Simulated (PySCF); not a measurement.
## Structure and specific rotation at 589.3 nm (origin-invariant length gauge)

Method: TDDFT CAM-B3LYP/aug-cc-pVDZ circular dichroism and optical rotation, one conformer, gas phase in PySCF. Geometry: GFN2-xTB.

Each molecule in one low-energy conformer. The parent is C[C@@H]1C(=O)O[C@@H]1F.

(1) How does the specific rotation at 589.3 nm (origin-invariant length gauge) change along this series?
- C[C@@H]1C(=O)O[C@@H]1F (base)
- C[C@H]1C(=O)O[C@@H]1F (diastereomer)

Answers

(1) 
| molecule | [α]589 (deg dm⁻¹ (g/mL)⁻¹) | S1 (eV) | R(S1), velocity form (10⁻⁴⁰ esu² cm²) |
| --- | --- | --- | --- |
| C[C@@H]1C(=O)O[C@@H]1F | +17.1 | 5.89 | +1.7 |
| C[C@H]1C(=O)O[C@@H]1F | +52.8 | 5.88 | -4.9 |

The specific rotation at 589.3 nm (origin-invariant length gauge) is lowest for C[C@@H]1C(=O)O[C@@H]1F and highest for C[C@H]1C(=O)O[C@@H]1F.
